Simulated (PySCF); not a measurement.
SMILES CCc1ccccc1C#N, GFN2-xTB optimised geometry.

```
19

C     -1.57    -2.38    -1.48
C     -1.48    -1.87    -0.04
C     -0.71    -0.58     0.00
C     -1.37     0.65    -0.01
C     -0.66     1.84    -0.01
C      0.73     1.83     0.00
C      1.40     0.62     0.00
C      0.69    -0.58     0.00
C      1.40    -1.80     0.00
N      2.00    -2.78     0.00
H     -0.58    -2.59    -1.88
H     -2.06    -1.64    -2.12
H     -2.15    -3.30    -1.51
H     -0.98    -2.62     0.57
H     -2.48    -1.71     0.35
H     -2.45     0.67    -0.01
H     -1.19     2.78    -0.01
H      1.28     2.75     0.00
H      2.48     0.59     0.00
```

Density from B3LYP/def2-SVP run with PySCF 2.14.0 at that geometry.

Minimum of the electron density along straight lines between bonded atoms, close to the bond critical point (lines longer than 1.1 times the sum of covalent radii, or with two minima, are not listed):

```tsv
bond	length / Å	ρ at the minimum / e bohr⁻³	∇²ρ there / e bohr⁻⁵	position (fraction from the first atom)
C1–C2	1.531	0.240	-0.54	0.50
C2–C3	1.500	0.258	-0.61	0.48
C3–C4	1.387	0.314	-0.81	0.50
C4–C5	1.385	0.315	-0.82	0.50
C5–C6	1.386	0.314	-0.81	0.50
C6–C7	1.381	0.317	-0.83	0.50
C3–C8	1.401	0.304	-0.76	0.49
C7–C8	1.395	0.307	-0.78	0.49
C8–C9	1.414	0.288	-0.76	0.46
C9–N10	1.147	0.477	0.41	0.34
C1–H11	1.088	0.279	-1.03	0.63
C1–H12	1.088	0.278	-1.02	0.62
C1–H13	1.087	0.278	-1.03	0.63
C2–H14	1.092	0.278	-1.02	0.63
C2–H15	1.092	0.278	-1.01	0.62
C4–H16	1.081	0.284	-1.08	0.63
C5–H17	1.080	0.285	-1.10	0.63
C6–H18	1.079	0.285	-1.09	0.63
C7–H19	1.080	0.286	-1.11	0.64
```
